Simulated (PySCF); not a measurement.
Compound: C2H11NSi2.
Bonds: N1–C2, C2–C3, C3–Si4, C3–Si5. Hydrogens: H6, H7 on N1; H8, H9 on C2; H10 on C3; H11, H12, H13 on Si4; H14, H15, H16 on Si5.

Torsions of this conformer, `[NH2:1][CH2:2][CH:3]([SiH3:4])[SiH3:5]`: N1–C2–C3–Si4 -168°, H–N1–C2–C3 -69°, H–N1–C2–C3 174°.

The closed-shell ground state was solved at several levels (PySCF, density fitting, gas phase, non-relativistic). One conformer (not necessarily the lowest) at the PBE0-D3(BJ)/def2-SVP geometry, without solvent, vibrations or thermal averaging.

```
              level  basis functions  total energy (Eh)  HOMO (eV)  LUMO (eV)  gap (eV)  dipole (D)
CAM-B3LYP/def2-SVPD              196          -716.2125      -8.59       1.05      9.64        1.18
      PBE0/pcSseg-1              154          -716.0988      -7.01       0.49      7.50        1.29
```

Estimate the row for CAM-B3LYP/pcSseg-2, a basis of 348 functions; the other rows only guide the guess.

Total energy -716.5776 Eh, HOMO -8.59 eV, LUMO 0.97 eV, gap 9.56 eV, dipole 1.20 D.

Over all these levels, which gives the widest orbital gap and which the narrowest?

CAM-B3LYP/def2-SVPD (range-separated hybrid) has the widest, 9.64 eV, and PBE0/pcSseg-1 (global hybrid, 25 % exact exchange) the narrowest, 7.50 eV. Functional and basis both differ between the two, so the spread mixes both effects.

How far do the dipole and the HOMO energy spread over the levels?

The dipole runs from 1.18 to 1.29 D (mean 1.22 D) and the HOMO from -8.59 to -7.01 eV.
